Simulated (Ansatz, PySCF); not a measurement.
C₂H₅BF₂, SMILES C(B(F)F)C. Atoms are numbered in the order given.

```xyz
10

B      0.1641     0.1518     0.5555
F      0.5307    -1.0754     0.9127
F      0.2872     1.0886     1.4919
C     -0.3809     0.4907    -0.8739
C     -0.4669    -0.6854    -1.8523
H      0.2537     1.3000    -1.2830
H     -1.3708     0.9680    -0.7417
H     -1.1285    -1.4773    -1.4676
H      0.5225    -1.1398    -2.0182
H     -0.8581    -0.3683    -2.8314
```
Charge 0, spin multiplicity 1.

Geometry: TPSSh-D3(BJ)/def2-SVP. One conformer was computed; it need not be the lowest.

Two levels are set side by side: PBE-D3(BJ)/def2-SVP (Ansatz, a quantum-chemistry and plane-wave program) and TPSSh-D3(BJ)/def2-SVP (PySCF). Each level has its own optimised geometry; the coordinates shown are those of the second. Frequencies come from the Hessian of PySCF at each geometry. Differences are taken from unrounded values.

```tsv
quantity	TPSSh-D3(BJ)
mean bond length (Å)	1.253
bond B1–F2 (Å)	1.330
bond B1–F3 (Å)	1.330
bond B1–C4 (Å)	1.567
bond C4–C5 (Å)	1.532
bond C4–H6 (Å)	1.107
bond C4–H7 (Å)	1.107
bond C5–H8 (Å)	1.101
bond C5–H9 (Å)	1.101
bond C5–H10 (Å)	1.101
highest harmonic wavenumber (cm⁻¹)	3121
mean harmonic wavenumber (cm⁻¹)	1368
zero-point energy (kcal/mol)	46.93
```

Question: What does PBE-D3(BJ) give, and how far is it from TPSSh-D3(BJ)? (An estimate is asked for; the answer gives what the named calculation found.)

Answer: 
| quantity | PBE-D3(BJ) | PBE-D3(BJ) minus TPSSh-D3(BJ) |
|---|---|---|
| mean bond length (Å) | 1.258 | 0.005 |
| bond B1–F2 (Å) | 1.335 | 0.005 |
| bond B1–F3 (Å) | 1.336 | 0.005 |
| bond B1–C4 (Å) | 1.568 | 0.001 |
| bond C4–C5 (Å) | 1.532 | 0.000 |
| bond C4–H6 (Å) | 1.114 | 0.008 |
| bond C4–H7 (Å) | 1.114 | 0.007 |
| bond C5–H8 (Å) | 1.109 | 0.007 |
| bond C5–H9 (Å) | 1.109 | 0.007 |
| bond C5–H10 (Å) | 1.108 | 0.007 |
| highest harmonic wavenumber (cm⁻¹) | 3064 | -57 |
| mean harmonic wavenumber (cm⁻¹) | 1332 | -35 |
| zero-point energy (kcal/mol) | 45.72 | -1.21 |

Exact exchange shortens and stiffens bonds; PBE has none. Differences between two approximate levels are no errors against the true value.
